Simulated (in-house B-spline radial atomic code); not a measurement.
**OLYP excitations of O⁴⁺**

Method: OLYP. Computed with an all-electron radial atomic-structure program (B-spline basis): linear response of the closed shell [He] 2s2 with the functional's adiabatic kernel; scalar-relativistic (spin-free one-electron X2C), finite nucleus, no spin-orbit coupling, no double excitations, S, P, D and F terms only.

Command:
```bash
python run_td.py task.json out
```
Settings (radii: box in bohr, nucleus in fm):
```
Z                        8
electrons                4
configuration            [He] 2s2
hamiltonian              x2c
method                   optx,lyp
box_radius               19.1
rms_radius               2.6991
intervals                73
```

Time taken, with all properties: 0.2 s on 1 thread of Intel(R) Xeon(R) Platinum 8488C (Sapphire Rapids), on a shared host.

The lowest states, in the order of their Tamm-Dancoff energies; the method's threshold (minus the highest occupied level) is 102.79 eV. Labels give the largest channel, * marks a mixed state, and oscillator strengths are full-response dipole values. Semilocal kernels can invert the small singlet-triplet splittings of Rydberg terms. Energies in eV:

```tsv
state	full response	Tamm-Dancoff	oscillator strength
2s → 2p 3P	7.423	9.008	-
2s → 2p 1P	18.724	19.582	0.52
2s → 3s 3S	64.35	64.38	-
2s → 3s 1S	66.60	66.65	-
2s → 3p 3P	?	?	-
2s → 3p 1P	69.10	69.12	0.366
2s → 3d 3D	70.25	70.32	-
2s → 3d 1D	72.07	72.09	-
2s → 4s 3S	84.54	84.55	-
2s → 4s 1S	?	?	-
```

(1) Where does 2s → 4s 1S lie?

(2) Where does 2s → 3p 3P lie?

(3) How large is the singlet-triplet splitting of 2s → 2p (P terms) in Tamm-Dancoff?

(4) What polarisabilities and dispersion coefficient does the method give?

Answers

(1) At 85.17 eV in full response, 85.18 eV in Tamm-Dancoff.

(2) At 68.15 eV in full response, 68.19 eV in Tamm-Dancoff.

(3) 10.6 eV, from the unrounded values.

(4) Dipole 1.199 bohr³, quadrupole 0.517 bohr⁵, C6 0.8363 hartree·bohr⁶ for two such species.
